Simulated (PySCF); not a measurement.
Spin states of ZnSi

Unrestricted PBE0; Zn 6-31G(d,p), Si 6-31G(d,p); no relativity (PySCF 2.14). Outer shells of the fragments: Zn 3d10 4s2; Si 3s2 3p2.

Followed along the bond (rough minima from three points):

```json
{"2Ms+1": "3", "unpaired": "π ↑↑", "⟨S²⟩ at the start": "2.02", "R at minimum (Å)": "2.32", "Te (eV)": "0.00"}
{"2Ms+1": "1", "unpaired": "π ↑↓", "⟨S²⟩ at the start": "1.01", "R at minimum (Å)": "2.31", "Te (eV)": "0.28"}
{"2Ms+1": "1", "unpaired": "none", "⟨S²⟩ at the start": "0.00", "R at minimum (Å)": "2.29", "Te (eV)": "1.08"}
{"2Ms+1": "3", "unpaired": "σ ↑, π ↑", "⟨S²⟩ at the start": "2.01", "R at minimum (Å)": "none in the scan", "Te (eV)": "≤ 0.88"}
{"2Ms+1": "1", "unpaired": "σ ↓, π ↑", "⟨S²⟩ at the start": "1.01", "R at minimum (Å)": "none in the scan", "Te (eV)": "≤ 1.01"}
```

Solutions found at the starting distance of 2.305 Å, counted from the lowest of them; the search is not exhaustive and high or unbound solutions are not listed, so other states can lie among these:

| 2Ms+1 | unpaired | term | E (eV) | ⟨S²⟩ | ⟨Lz²⟩ | μ (D) |
| --- | --- | --- | --- | --- | --- | --- |
| 3 | π ↑↑ | ³Σ⁻ | 0.00 | 2.02 | 0.00 | -2.99 |
| 1 | π ↑↓ | mixed | 0.28 | 1.01 | 2.01 | -2.94 |
| 3 | σ ↑, π ↑ | ³Π | 1.00 | 2.01 | 1.00 | 0.20 |
| 1 | none | mixed | 1.08 | 0.00 | 2.00 | -2.69 |
| 1 | σ ↓, π ↑ | mixed | 1.13 | 1.01 | 1.00 | 0.15 |
| 3 | σ ↑↑, π ↑↓ | mixed | 2.41 | 3.01 | 2.01 | -1.22 |

A term symbol is given only where ⟨S²⟩ and ⟨Lz²⟩ are close to those of a pure state; real π, δ and φ orbitals otherwise mix terms. A positive dipole means Zn(−)Si(+).
